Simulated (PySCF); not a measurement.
C₅H₅FO, SMILES C1(C(=O)CCC=1)F. Coordinates come from a PBE-D3(BJ)/def2-SVP optimisation. One conformer was computed; it need not be the lowest.

Level of theory: PySCF with PBE-D3(BJ)/def2-SVP.

Harmonic wavenumbers (cm⁻¹): 87, 225, 278, 358, 495, 589, 593, 676, 760, 763, 850, 915, 960, 1002, 1068, 1102, 1169, 1178, 1242, 1273, 1330, 1364, 1400, 1672, 1787, 2970, 3006, 3008, 3058, 3149. Rotational constants (GHz): 3.752, 3.018, 1.708; symmetry number 1.

Work out the zero-point energy and the ideal-gas rigid-rotor harmonic-oscillator thermochemistry at 298.15 K and 1 atm.

ZPE = ½ Σ hcν = ½ × 38329 cm⁻¹ = 229.26 kJ/mol. H − E(el) = 247.80 kJ/mol. Entropy in J/(mol K): translation 166.19, rotation 113.85, vibration 48.53, total 328.57. G − E(el) = 149.84 kJ/mol. Cp = 101.69 J/(mol K). Modes under 150 cm⁻¹ make the vibrational entropy uncertain.
